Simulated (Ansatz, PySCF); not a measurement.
The pair A = H2 (SMILES [H][H]) (first 2 atoms), B = CH4S (SMILES CS); geometry from B3LYP-D3(BJ)/def2-TZVP.
(charge 0, multiplicity 1):
```xyz
8

H      0.030    -0.330     0.154
H      0.378    -0.161    -0.483
C      0.901     0.728     3.086
S     -0.737    -0.072     3.070
H      0.906     1.602     3.734
H      1.593    -0.010     3.487
H      1.218     0.998     2.081
H     -1.425     0.970     2.576
```

Correlated levels freeze the cores. Rows in 6-31G* carry no dispersion term and start afresh at each structure (6-31G* with six Cartesian d functions). MP2/6-31G* freezes PySCF's default core.

Codes used: Ansatz (Gaussian orbitals); PySCF for 6-31G* rows. Each number belongs to the level named beside it.

Total energies (hartree), monomers frozen at their geometry in the pair:

```tsv
structure	B3LYP/def2-TZVPPD	MP2/6-31G*	MP2/aug-cc-pV(T+d)Z
AB	-439.9337580	-439.0968356	-439.2967304
A in the pair's basis	-1.1800248	-1.1441769	-1.1650182
B in the pair's basis	-438.7537281	-437.9529361	-438.1306869
A	-1.1800149	-1.1440910	-1.1649724
B	-438.7536914	-437.9526250	-438.1304077
```

**Question.** Work out the interaction energy without and with the counterpoise correction, and the superposition error, for each level.

**Answer.** 
E(AB) − E(A) − E(B), times 627.509 kcal/mol, with the monomers in their own basis and then in the pair's basis:
- B3LYP/def2-TZVPPD: -0.03 uncorrected, 0.00 corrected; the monomers gain 0.03 kcal/mol from borrowed functions
- MP2/6-31G*: -0.08 uncorrected, 0.17 corrected; the monomers gain 0.25 kcal/mol from borrowed functions
- MP2/aug-cc-pV(T+d)Z: -0.85 uncorrected, -0.64 corrected; the monomers gain 0.20 kcal/mol from borrowed functions

Ansatz is a program for electronic structure.
